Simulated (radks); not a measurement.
The table gives one normalised radial function P(r) = r R(r) of Fe in [Ar] 3d5 4s2 4d1 (r in bohr). Method: scalar-relativistic Kohn-Sham, r2SCAN, spin-polarised, spherical densities, finite nucleus; open shells are filled with parallel spins first; meta-GGA in the generalised Kohn-Sham scheme; Fermi nuclear charge, rms radius 3.7377 fm; computed with a radial shooting solver on a logarithmic mesh with Libxc functionals.

r,P
0.001926,0.0008
0.002631,0.0015
0.003566,0.0027
0.004871,0.0048
0.006602,0.0085
0.009019,0.0151
0.01222,0.0263
0.0167,0.0458
0.02281,0.0783
0.03092,0.1285
0.04224,0.2059
0.05725,0.3098
0.07821,0.4381
0.106,0.5556
0.1448,0.6051
0.1978,0.4927
0.2681,0.1612
0.3663,-0.3696
0.4964,-0.8926
0.6781,-1.1639
0.9191,-1.0419
1.256,-0.6615
1.715,-0.2906
2.325,-0.0893
3.176,-0.0167
4.304,-0.0017
5.88,-0.0001
7.969,0.0000
10.89,0.0000
14.87,0.0000
20.16,0.0000
27.54,0.0000

Which n and l does it have? It may be an empty orbital.

Answer. n = 3, l = 1: the number of nodes gives n - l - 1 = 1, the rise at small r (about r^(l+1)) gives l, and the extent must fit the shell. The curve is that of 3p down; the table hardly tells the two spins apart. 3p down: eigenvalue -68.620 eV, 1 radial node at r = 0.297 bohr, <r> = 0.854 bohr, 90 % of the charge inside 1.31 bohr.
